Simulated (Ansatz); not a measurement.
Stepwise reaction of `[NH2][Ta]([NH2])(=[S])[Cl]` with hydrogen chloride, as a gas-phase model of exchange steps in deposition or etching. ΔE in kJ/mol; ΔG adds harmonic PBE0-D4 terms to CCSD(T)/CBS, at 1 bar.

Program: Ansatz. Geometries: PBE0-D4/def2-TZVP. ΔE: electronic, gas phase. CCSD(T)/CBS adds triple-zeta CCSD(T) − MP2 to the extrapolated MP2 energy (def2 sets, frozen cores). This one scheme is used for every species. Functionals use def2-TZVPP. B3LYP here is the variant with VWN-RPA as its local correlation; programs differ in this. def2 core potentials past Kr. For Ta outer-core shells are correlated without core-valence functions, which leaves a few kJ/mol of doubt a bond. Each species was taken in one conformer, which may not be the lowest.

| step | reaction | PBE-D4 | B3LYP-D4 | ωB97M-V | CCSD(T)/CBS | ΔG(400 K) |
| --- | --- | --- | --- | --- | --- | --- |
| 1 | `[NH2][Ta]([NH2])(=[S])[Cl]` + HCl → `[NH2][Ta](=[S])([Cl])[Cl]` + NH₃ | -70.9 | -70.2 | -68.6 | -70.3 | -60.8 |
| 2 | `[NH2][Ta](=[S])([Cl])[Cl]` + HCl → `[S]=[Ta]([Cl])([Cl])[Cl]` + NH₃ | -50.7 | -49.5 | -47.3 | -48.8 | -38.3 |

Question: By hand: ΔE of the 2 steps together at CCSD(T)/CBS.

Answer: (-70.3) + (-48.8) = -119.1 kJ/mol, or -59.5 kJ/mol a step.

In ΔE each step is higher than the one before. All are downhill at CCSD(T)/CBS. ΔG lies between -60.8 and -38.3 kJ/mol a step. PBE-D4 differs from CCSD(T)/CBS by -1.9 to -0.6 kJ/mol a step. Isolated molecules leave out the surface, adducts and barriers. Largest T1 diagnostic: 0.020.
